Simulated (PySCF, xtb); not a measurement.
C3H2F3, SMILES FC(F)(C=[CH])F, multiplicity 2.

Harmonic wavenumbers (cm⁻¹) from GFN2-xTB (xtb) at its own minimum, in rising order: 42, 225, 307, 394, 466, 497, 527, 650, 721, 737, 821, 1044, 1048, 1153, 1176, 1738, 2845, 3242.

Problem. What does PySCF with PBE0-D3(BJ)/def2-SVP give at its own minimum? (An estimate is asked for; the answer gives what the named calculation found.)

Solution. 93, 251, 339, 439, 538, 561, 627, 721, 786, 876, 904, 1172, 1230, 1300, 1339, 1736, 3124, 3300. Paired by order, the mean absolute difference is 95 cm⁻¹ and the zero-point energies are 25.2 and 27.6 kcal/mol.
